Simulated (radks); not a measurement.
Spherical jellium clusters: N electrons in a uniform positive sphere of charge N and radius rs N^(1/3), rs = 3.82 bohr. Calculated with a radial shooting solver with Libxc functionals: non-relativistic Kohn-Sham, LDA (Slater exchange, Perdew-Wang correlation), spin-polarised, spherical densities. Levels are named by radial order and angular momentum (1s, 1p, 1d, 2s, ...), and open shells are averaged over m.

N = 3, configuration 1s2 1p(up 1, down 0). This is the lowest configuration that the search found. Occupied and some empty levels:

level,occupation,eigenvalue (eV),<r> (bohr)
1s up,1,-4.1768,4.152
1s down,1,-3.8562,4.129
1p up,1,-2.1683,5.644
1p down,0,-1.8401,5.773
2s up,0,-0.58847,9.362
2s down,0,-0.46694,9.977
1d up,0,-0.33907,8.366
1d down,0,-0.13582,9.381

Energy (eV): total -4.29511, kinetic 5.4789, external -50.103, Hartree 23.823, exchange-correlation -10.165, background 26.671.

Electron density:

r (bohr),n(r) (e/bohr^3)
0.202,0.006621
0.963,0.006449
1.72,0.006024
2.48,0.005309
3.25,0.004329
4.01,0.003203
4.77,0.002125
5.53,0.001267
6.29,0.0006974
7.05,0.0003650
7.81,0.0001851
8.57,0.00009203
9.33,0.00004520
10.1,0.00002212
